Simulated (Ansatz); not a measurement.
Total energies of AlFH3NS2.

```tsv
atom	x (Å)	y (Å)	z (Å)
N1	-0.874	0.470	-1.126
Al2	-0.219	0.513	0.505
F3	-1.238	0.862	1.755
S4	1.966	0.538	0.823
S5	1.190	-1.362	1.273
H6	-0.320	0.455	-1.965
H7	-1.856	0.490	-1.343
H8	1.352	-1.967	0.078
```

Total charge 0; spin multiplicity 1. The bonds changed during the relaxation, so this is another structure than the one it started from. The structure was optimised at the PBE0-D4/def2-TZVP level. It is one conformer, not always the lowest. Basis def2-TZVPP, Ansatz.

RPA on PBE orbitals: Hartree–Fock energy of these orbitals -1192.82463 Eh, correlation -1.42558 Eh (frozen core).

| functional | energy without D4 (Eh) | D4 term (kJ/mol) |
| --- | --- | --- |
| LDA (SPW92) | -1190.61332 | – |
| PBE | -1194.85011 | -21.9 |
| revPBE | -1195.23437 | -56.3 |
| BLYP | -1195.46249 | -46.8 |
| r2SCAN | -1195.34154 | -5.1 |
| B3LYP | -1195.54506 | -35.8 |
| r2SCANh | -1195.32678 | -5.6 |
| r2SCAN0 | -1195.30587 | -6.2 |
| BHLYP | -1195.41720 | -30.7 |
| CAM-B3LYP | -1195.46915 | -19.4 |
| ωB97X-V | -1195.27462 | – |
| ωB97M-V | -1195.39009 | – |
| B2PLYP | -1195.02732 | – |
| PBE-QIDH | -1194.66335 | – |

Question: Give the same for B97M-V, PBE0, HSE06 (plane-wave form), LC-ωPBE. (Best estimate.)

Answer: Computed: 
```
             functional  energy without D4 (Eh)  D4 term (kJ/mol)
                 B97M-V             -1195.18231                 –
                   PBE0             -1194.93873             -18.7
HSE06 (plane-wave form)             -1194.91136             -17.7
                LC-ωPBE             -1195.08811                 –
```

B3LYP takes the VWN-RPA correlation (the form of Gaussian; ORCA's B3LYP/G). HSE06 is the plane-wave form, built on full-range PBE exchange. The double hybrids freeze the cores in their second-order part.

LC-ωPBE has ω = 0.4 bohr⁻¹.
